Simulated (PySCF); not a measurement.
C3H6BN.
Z-matrix (Å and degrees, GFN2-xTB geometry), rows numbered from 1:
```
B 
N   1  1.3775
C   2  1.4002  1  136.47
C   3  1.3388  2   95.69  1   179.92
C   2  1.4754  1  134.82  3   179.87
H   1  1.1716  2  118.53  3  -179.91
H   1  1.1713  2  118.69  3     0.08
H   3  1.0736  2  126.58  1    -0.07
H   4  1.0689  3  136.85  2  -179.98
H   5  1.0901  2  113.14  1   -62.85
H   5  1.0901  2  113.17  1    62.98
```

The closed-shell ground state was solved at several levels (PySCF, density fitting, gas phase, non-relativistic).

| level | basis functions | total energy (Eh) | HOMO (eV) | LUMO (eV) | gap (eV) | dipole (D) |
| --- | --- | --- | --- | --- | --- | --- |
| B3LYP/pcJ-1 | 195 | -197.5055 | -6.52 | -0.54 | 5.98 | 1.91 |
| CAM-B3LYP/def2-SVPD | 148 | -197.2404 | -8.04 | 0.73 | 8.77 | 1.76 |

**Question.** Estimate the row for PBE0/pcSseg-1, a basis of 115 functions; the other rows only guide the guess.

**Answer.** Total energy -197.2210 Eh, HOMO -6.76 eV, LUMO -0.34 eV, gap 6.42 eV, dipole 1.85 D.

**Question.** Over all these levels, which gives the widest orbital gap and which the narrowest?

**Answer.** CAM-B3LYP/def2-SVPD (range-separated hybrid) has the widest, 8.77 eV, and B3LYP/pcJ-1 (global hybrid, 20 % exact exchange) the narrowest, 5.98 eV. Functional and basis both differ between the two, so the spread mixes both effects.

**Question.** How far do the dipole and the HOMO energy spread over the levels?

**Answer.** The dipole runs from 1.76 to 1.91 D (mean 1.84 D) and the HOMO from -8.04 to -6.52 eV.
